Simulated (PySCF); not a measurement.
CH₄O₄Si, SMILES OC(=O)[SiH](O)O. Atoms are numbered in the order given.

```xyz
10

O      1.2627    -1.3746    -0.3480
C      0.8868    -0.4933     0.3908
O      1.6131    -0.0528     1.4170
Si    -0.8166     0.3275     0.0710
O     -1.5132    -0.7181    -0.9986
O     -0.4406     1.8137    -0.5507
H      2.4450    -0.5592     1.4190
H     -1.6982     0.4482     1.2576
H     -0.8477    -1.2762    -1.4261
H     -1.1636     2.4162    -0.7479
```

Geometry optimised at PBE0-D3(BJ)/def2-SVP. Other conformers were not sampled.

Computed with HF/pcSseg-1 run with PySCF.

GIAO shieldings, no solvent; atoms listed in one row are averaged. δ = σ(ref) − σ: ¹⁷O against H2O (σ = 333.0 ppm); ¹³C against TMS (σ = 192.6 ppm); ²⁹Si against TMS (σ = 393.8 ppm); ¹H against TMS (σ = 31.99 ppm), references at their B3LYP-D3(BJ)/def2-TZVP geometries, non-relativistic.

Computed chemical shifts:
```json
[
 {"nucleus": "¹⁷O", "atoms": "O1", "count": "1", "δ (ppm)": "487.0"},
 {"nucleus": "¹⁷O", "atoms": "O3", "count": "1", "δ (ppm)": "195.4"},
 {"nucleus": "¹⁷O", "atoms": "O6", "count": "1", "δ (ppm)": "42.6"},
 {"nucleus": "¹⁷O", "atoms": "O5", "count": "1", "δ (ppm)": "39.8"},
 {"nucleus": "¹³C", "atoms": "C2", "count": "1", "δ (ppm)": "193.8"},
 {"nucleus": "²⁹Si", "atoms": "Si4", "count": "1", "δ (ppm)": "-47.6"},
 {"nucleus": "¹H", "atoms": "H7", "count": "1", "δ (ppm)": "6.86"},
 {"nucleus": "¹H", "atoms": "H8", "count": "1", "δ (ppm)": "4.55"},
 {"nucleus": "¹H", "atoms": "H9", "count": "1", "δ (ppm)": "4.35"},
 {"nucleus": "¹H", "atoms": "H10", "count": "1", "δ (ppm)": "2.93"}
]
```
